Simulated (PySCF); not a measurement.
Isomers of C3H10F2OSi3, one GFN2-xTB conformer each. Single-point energies are computed at PBE0/pcSseg-1 (PySCF, gas phase, no added dispersion term), electronic only.

| SMILES | GFN2-xTB relative energy (kcal/mol) |
| --- | --- |
| FC[SiH2]/C(F)=C\[SiH2]O[SiH3] | 59.8 |
| F[C@@H]1C[SiH2][Si@@](F)(O[SiH3])C1 | 0.0 |
| OCC(F)(F)[Si@@H]1C[SiH2][SiH2]1 | 140.7 |
| CC(=O)[Si]([SiH3])([SiH3])C(F)F | 136.8 |

Conformers: `[F:1][CH2:2][SiH2:3]/[C:4]([F:5])=[CH:6]\[SiH2:7][O:8][SiH3:9]` with F1–C2–Si3–C4 -177°, C2–Si3–C4–F5 0°, C4–C6–Si7–O8 5°, C6–Si7–O8–Si9 169°; `[F:1][C@@H:2]1[CH2:3][SiH2:4][Si@@:5]([F:6])([O:7][SiH3:8])[CH2:9]1` with Si4–Si5–O7–Si8 -91°, F1–C2–C3–Si4 -66°, C2–C3–Si4–Si5 -30°, C3–Si4–Si5–F6 121°, Si4–Si5–C9–C2 21°; `[OH:1][CH2:2][C:3]([F:4])([F:5])[Si@@H:6]1[CH2:7][SiH2:8][SiH2:9]1` with H–O1–C2–C3 -73°, O1–C2–C3–F4 -161°, C2–C3–Si6–C7 -171°, C3–Si6–C7–Si8 -102°, Si6–C7–Si8–Si9 -7°, C7–Si8–Si9–Si6 6°, C3–Si6–Si9–Si8 100°; `[CH3:1][C:2](=[O:3])[Si:4]([SiH3:5])([SiH3:6])[CH:7]([F:8])[F:9]` with C1–C2–Si4–Si5 112°, C2–Si4–C7–F8 -59°.

Task: What does PBE0/pcSseg-1 give for the same structures?

Result: 
```tsv
SMILES	PBE0/pcSseg-1 E (Eh)	PBE0/pcSseg-1 (kcal/mol)	GFN2-xTB (kcal/mol)	point group
F[C@@H]1C[SiH2][Si@@](F)(O[SiH3])C1	-1263.02536	0.0	0.0	C1
FC[SiH2]/C(F)=C\[SiH2]O[SiH3]	-1262.90022	78.5	59.8	C1
OCC(F)(F)[Si@@H]1C[SiH2][SiH2]1	-1262.86398	101.3	140.7	C1
CC(=O)[Si]([SiH3])([SiH3])C(F)F	-1262.85398	107.5	136.8	Cs
```

Both levels put the same isomer lowest; measured from each level's own lowest isomer, the values differ by up to 39.4 kcal/mol (OCC(F)(F)[Si@@H]1C[SiH2][SiH2]1: 140.7 against 101.3). As drawn, the lowest has an Si–O bond and an Si–F bond, which the highest lacks; the highest has a C=O bond and two fluorines on one carbon, which the lowest lacks.

Task: Which frontier levels, dipoles and rotational constants go with these structures?

Result: 
```json
{"SMILES": "F[C@@H]1C[SiH2][Si@@](F)(O[SiH3])C1", "HOMO (eV, PBE0/pcSseg-1)": "-7.60", "LUMO (eV)": "-0.24", "dipole (D)": "2.94", "A, B, C (MHz)": "1772, 588.3, 545.1"}
{"SMILES": "FC[SiH2]/C(F)=C\\[SiH2]O[SiH3]", "HOMO (eV, PBE0/pcSseg-1)": "-7.85", "LUMO (eV)": "-0.88", "dipole (D)": "2.48", "A, B, C (MHz)": "1197, 562.2, 389.5"}
{"SMILES": "OCC(F)(F)[Si@@H]1C[SiH2][SiH2]1", "HOMO (eV, PBE0/pcSseg-1)": "-7.56", "LUMO (eV)": "-0.96", "dipole (D)": "0.98", "A, B, C (MHz)": "1518, 717.2, 604.1"}
{"SMILES": "CC(=O)[Si]([SiH3])([SiH3])C(F)F", "HOMO (eV, PBE0/pcSseg-1)": "-6.97", "LUMO (eV)": "-1.32", "dipole (D)": "1.83", "A, B, C (MHz)": "827.2, 786.2, 726.3"}
```
